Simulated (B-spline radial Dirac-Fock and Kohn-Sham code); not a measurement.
# Subshell photoionisation cross sections of Tc²⁺ against photon energy

System: the Tc²⁺ ion, configuration 1s2 2s2 2p6 3s2 3p6 3d10 4s2 4p6 4d5.

Method: the independent-particle Dirac-Slater model, thresholds from Dirac-Fock. Computed with a B-spline atomic structure program. Values are in kb per electron; a dash marks an energy below the computed threshold. Values for outer subshells far above threshold carry numerical ripple of a few per cent.

```
hν (eV)       1s     2p1/2     4p3/2     4d3/2     4d5/2
  40.81        –         –         –      3070      2970
   46.5        –         –         –      1910      1830
    150        –         –      69.4      60.4      62.2
    200        –         –      59.6      61.1      61.7
    207        –         –      58.3      60.2      60.7
    300        –         –      41.5      43.9      43.7
    375        –         –      32.5      32.3      32.0
   1140        –         –      5.57      2.68      2.59
   3000        –      42.0     0.711     0.144     0.137
  12000        –     0.785    0.0164  0.000875  0.000802
  28400     2.37    0.0478   0.00104  2.47e-05  2.18e-05
  30000     2.05    0.0397  0.000864  1.96e-05  1.73e-05
  34900     1.36    0.0239  0.000518  1.03e-05  9.01e-06
  80000    0.132   0.00138  2.88e-05  2.93e-07  2.42e-07
 100000   0.0692  0.000640  1.31e-05  1.14e-07  9.29e-08
 200000  0.00909  6.13e-05  1.17e-06  6.64e-09  5.22e-09
```

At 200000 eV the multipoles beyond E1 give 43.1 % of 1s, 59.0 % of 2p1/2, 54.8 % of 4p3/2, 75.1 % of 4d3/2, 75.1 % of 4d5/2.
